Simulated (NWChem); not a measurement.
System: C$_{2}$H$_{6}$Al cation; SMILES [CH3][Al+][CH3]

NWChem input:

```
start job
memory heap 200 mb stack 900 mb global 1100 mb
charge 1
geometry units angstroms noautosym nocenter noautoz
  Al     0.000000     0.000000     0.000000
  C      0.000000     0.000000     1.926197
  H     -0.929354     0.439715     2.308431
  H      0.845481     0.584987     2.308431
  H      0.083872    -1.024702     2.308431
  C      0.000000     0.000000    -1.926197
  H     -0.845481    -0.584987    -2.308431
  H      0.929354    -0.439715    -2.308431
  H     -0.083872     1.024702    -2.308431
end
basis spherical
  Al library def2-svpd
  C library def2-svpd
  H library def2-svpd
end
dft
  xc b3lyp
  iterations 150
end
property
  response 1 0.0773
end
task dft property
```

Parts of the log:

```
             Northwest Computational Chemistry Package (NWChem) 7.3.0
             --------------------------------------------------------

                             Geometry "geometry" -> ""
                             -------------------------

 Output coordinates in angstroms (scale by  1.889725989 to convert to a.u.)

  No.       Tag          Charge          X              Y              Z
 ---- ---------------- ---------- -------------- -------------- --------------
    1 Al                  13.0000     0.00000000     0.00000000     0.00000000
    2 C                    6.0000     0.00000000     0.00000000     1.92619700
    3 H                    1.0000    -0.92935400     0.43971500     2.30843100
    4 H                    1.0000     0.84548100     0.58498700     2.30843100
    5 H                    1.0000     0.08387200    -1.02470200     2.30843100
    6 C                    6.0000     0.00000000     0.00000000    -1.92619700
    7 H                    1.0000    -0.84548100    -0.58498700    -2.30843100
    8 H                    1.0000     0.92935400    -0.43971500    -2.30843100
    9 H                    1.0000    -0.08387200     1.02470200    -2.30843100

 Effective nuclear repulsion energy (a.u.)      88.6439116393

                              NWChem Property Module
                              ----------------------

                                 NWChem DFT Module
                                 -----------------

 Summary of "ao basis" -> "ao basis" (spherical)
 ------------------------------------------------------------------------------
       Tag                 Description            Shells   Functions and Types
 ---------------- ------------------------------  ------  ---------------------
 Al                        def2-svpd                10       24   5s3p2d
 C                         def2-svpd                 8       20   4s2p2d
 H                         def2-svpd                 4        8   2s2p

            General Information
            -------------------
          SCF calculation type: DFT
          Wavefunction type:  closed shell.
          No. of atoms     :     9
          No. of electrons :    30
           Alpha electrons :    15
            Beta electrons :    15
          Charge           :     1
          Spin multiplicity:     1
          Use of symmetry is: off; symmetry adaption is: off
          Maximum number of iterations: 150
          AO basis - number of functions:   112
                     number of shells:    50
          Convergence on energy requested:  1.00D-06
          Convergence on density requested:  1.00D-05
          Convergence on gradient requested:  5.00D-04

              XC Information
              --------------
                         B3LYP Method XC Potential
                     Hartree-Fock (Exact) Exchange  0.200
                        Slater Exchange Functional  0.800 local
                    Becke 1988 Exchange Functional  0.720 non-local
              Lee-Yang-Parr Correlation Functional  0.810
                  VWN I RPA Correlation Functional  0.190 local

             Grid Information
             ----------------
          Grid used for XC integration:  medium
          Radial quadrature: Mura-Knowles
          Angular quadrature: Lebedev.
          Tag              B.-S. Rad. Rad. Pts. Rad. Cut. Ang. Pts.
          ---              ---------- --------- --------- ---------
          Al                  1.25       88          10.0       590
          C                   0.70       49          12.0       434
          H                   0.35       45          13.0       434
          Grid pruning is: on
          Number of quadrature shells:   456
          Spatial weights used:  Erf1

      Superposition of Atomic Density Guess
      -------------------------------------

 Sum of atomic energies:        -320.03744951

 Renormalizing density from      31.00 to     30

      Non-variational initial energy
      ------------------------------

 Total energy =    -314.680508
 1-e energy   =    -595.680384
 2-e energy   =     192.355964
 HOMO         =      -0.669854
 LUMO         =      -0.329732

   convergence    iter        energy       DeltaE   RMS-Dens  Diis-err
 ---------------- ----- ----------------- --------- --------- ---------
 d= 0,ls=0.0,diis     1   -321.7992121349 -4.10D+02  2.29D-02  8.73D-01
 d= 0,ls=0.0,diis     2   -321.8085977215 -9.39D-03  7.09D-03  5.42D-01
 d= 0,ls=0.0,diis     3   -321.8776019885 -6.90D-02  2.58D-03  4.41D-02
 d= 0,ls=0.0,diis     4   -321.8834938413 -5.89D-03  7.48D-04  3.30D-04
 d= 0,ls=0.0,diis     5   -321.8835486940 -5.49D-05  5.66D-05  1.91D-05
  Resetting Diis
 d= 0,ls=0.0,diis     6   -321.8835520714 -3.38D-06  7.52D-06  2.63D-08
 d= 0,ls=0.0,diis     7   -321.8835520757 -4.23D-09  9.83D-07  5.55D-10

         Total DFT energy =     -321.883552075668
      One electron energy =     -611.732360716213
           Coulomb energy =      232.675880486127
    Exchange-Corr. energy =      -31.470983484892
 Nuclear repulsion energy =       88.643911639310

 Numeric. integr. density =       30.000000461788

                       DFT Final Molecular Orbital Analysis
                       ------------------------------------

 Vector   13  Occ=2.000000D+00  E=-5.982174D-01
              MO Center= -4.3D-07,  5.2D-08,  3.9D-06, r^2= 5.5D+00
   Bfn.  Coefficient  Atom+Function         Bfn.  Coefficient  Atom+Function
  ----- ------------  ---------------      ----- ------------  ---------------
    29      0.262884  2 C  px                73     -0.262884  6 C  px
    45     -0.257166  3 H  s                 97     -0.257166  8 H  s
    30     -0.181117  2 C  py                74      0.181117  6 C  py
    61      0.164832  5 H  s                105      0.164832  9 H  s
    46     -0.111100  3 H  s                 98     -0.111100  8 H  s

 Vector   14  Occ=2.000000D+00  E=-5.891857D-01
              MO Center= -9.2D-11, -2.0D-09, -1.1D-07, r^2= 3.5D+00
   Bfn.  Coefficient  Atom+Function         Bfn.  Coefficient  Atom+Function
  ----- ------------  ---------------      ----- ------------  ---------------
     3      0.777610  1 Al s                  2      0.356259  1 Al s
    31     -0.269365  2 C  pz                75      0.269365  6 C  pz
     4     -0.257332  1 Al s                 28      0.242869  2 C  s
    72      0.242869  6 C  s                 22     -0.139332  1 Al d  0
     5     -0.101701  1 Al s                 45     -0.090480  3 H  s

 Vector   15  Occ=2.000000D+00  E=-5.096240D-01
              MO Center=  6.3D-12, -4.3D-10,  9.3D-08, r^2= 3.9D+00
   Bfn.  Coefficient  Atom+Function         Bfn.  Coefficient  Atom+Function
  ----- ------------  ---------------      ----- ------------  ---------------
    31      0.355922  2 C  pz                75      0.355922  6 C  pz
    11     -0.306061  1 Al pz                34      0.195978  2 C  pz
    78      0.195978  6 C  pz                 8      0.177205  1 Al pz
    45      0.088537  3 H  s                 53      0.088537  4 H  s
    61      0.088537  5 H  s                 89     -0.088537  7 H  s

 Vector   16  Occ=0.000000D+00  E=-2.497099D-01
              MO Center=  2.7D-08,  8.8D-09, -6.3D-09, r^2= 3.4D+00
   Bfn.  Coefficient  Atom+Function         Bfn.  Coefficient  Atom+Function
  ----- ------------  ---------------      ----- ------------  ---------------
    12      0.617710  1 Al px                 9      0.412560  1 Al px
     6     -0.209986  1 Al px                13      0.185244  1 Al py
    54     -0.150712  4 H  s                 90      0.150712  7 H  s
    10      0.123725  1 Al py                53     -0.120492  4 H  s
    89      0.120492  7 H  s                 46      0.117730  3 H  s

 Vector   17  Occ=0.000000D+00  E=-2.497094D-01
              MO Center= -3.9D-09,  1.1D-08, -5.4D-09, r^2= 3.4D+00
   Bfn.  Coefficient  Atom+Function         Bfn.  Coefficient  Atom+Function
  ----- ------------  ---------------      ----- ------------  ---------------
    13      0.617704  1 Al py                10      0.412561  1 Al py
     7     -0.209987  1 Al py                12     -0.185247  1 Al px
    62      0.154979  5 H  s                106     -0.154979  9 H  s
     9     -0.123723  1 Al px                61      0.123907  5 H  s
   105     -0.123907  9 H  s                 46     -0.106049  3 H  s

 Vector   18  Occ=0.000000D+00  E=-2.423640D-01
              MO Center= -2.2D-08, -2.1D-08,  6.4D-09, r^2= 4.5D+00
   Bfn.  Coefficient  Atom+Function         Bfn.  Coefficient  Atom+Function
  ----- ------------  ---------------      ----- ------------  ---------------
     4      0.922914  1 Al s                  5      0.393794  1 Al s
    27     -0.253896  2 C  s                 28     -0.254665  2 C  s
    31      0.254740  2 C  pz                71     -0.253897  6 C  s
    72     -0.254665  6 C  s                 75     -0.254740  6 C  pz
    26     -0.226230  2 C  s                 70     -0.226230  6 C  s

     Multipole analysis of the density
     ---------------------------------

     L   x y z        total         alpha         beta         nuclear
     -   - - -        -----         -----         ----         -------
     0   0 0 0      1.000000    -15.000000    -15.000000     31.000000

     1   1 0 0     -0.000000     -0.000000     -0.000000      0.000000
     1   0 1 0      0.000000      0.000000      0.000000      0.000000
     1   0 0 1      0.000000      0.000000      0.000000      0.000000

     2   2 0 0    -15.192442    -13.258399    -13.258399     11.324356
     2   1 1 0      0.000002     -0.000002     -0.000002      0.000005
     2   1 0 1     -0.000002      0.000007      0.000007     -0.000016
     2   0 2 0    -15.192434    -13.258401    -13.258401     11.324368
     2   0 1 1      0.000004      0.000002      0.000002      0.000000
     2   0 0 2    -11.505410   -142.338667   -142.338667    273.171924

 *** CALLING NEW AORESP DRIVER FOR CLOSED AND OPEN SHELLS ***
 Entering AOResponse driver routine

--------------------------------------------------------------------------------

          -----------------------------------------------
          Solving response equations for perturbing field
          -----------------------------------------------

 number of frequencies:     1
 frequency in a.u.:  0.7730000E-01
 Perturbing field: electric
 Using El. Dipole Length Gauge

 Setting up CPKS with frequency omega =      0.07730000 a.u.

                            NWChem Dynamic CPHF Module
                            --------------------------

    scftype = RHF
    nclosed =   15
      nopen =    0
  variables =     2910
  num. vecs =        3
  tolerance =   1.0D-04
  max. iter =   50

 SCF residual:    3.9130300689853679E-005

Iterative solution of linear equations
  No. of variables     2910
  No. of equations        3
  Maximum subspace       30
       Convergence  1.0D-04

   iter   nsub   residual    time
   ----  ------  --------  ---------
     1      3    3.77D+00      30.7
     2      6    2.51D+00      42.4
     3      9    2.87D-01      54.1
     4     12    3.26D-02      65.7
     5     15    6.10D-03      77.8
     6     18    1.23D-04      89.7
     7     21    6.85D-06     101.7

 Electric Dipole Response Matrix (nonzero elements):

              1        2        3
    1   38.1699   0.0000  -0.0000
    2    0.0000  38.1699   0.0000
    3   -0.0000   0.0000  67.7577

 ------------------------------------------
 average:        48.03248 + I       0.00000

 DFT Linear Response polarizability / au
 Frequency  =       0.0773000 / au
 Wavelength =     589.4353558 / nm
              X              Y              Z
 -----------------------------------------------
 X      38.1698986      0.0000058     -0.0000005
 Y       0.0000058     38.1698643      0.0000062
 Z      -0.0000005      0.0000062     67.7576848
 -----------------------------------------------
 Eigenvalues =      38.1698996     38.1698633     67.7576848
 Isotropic   =      48.0324826
 Anisotropic =      29.5878034
 -----------------------------------------------

 Magnetic Dipole Response Matrix (nonzero elements):

 Exiting AOResponse driver routine
```

Level: B3LYP/def2-SVPD. Geometry: optimised at B3LYP/6-31G* (spherical d). B3LYP is NWChem's, with the RPA form of VWN correlation.
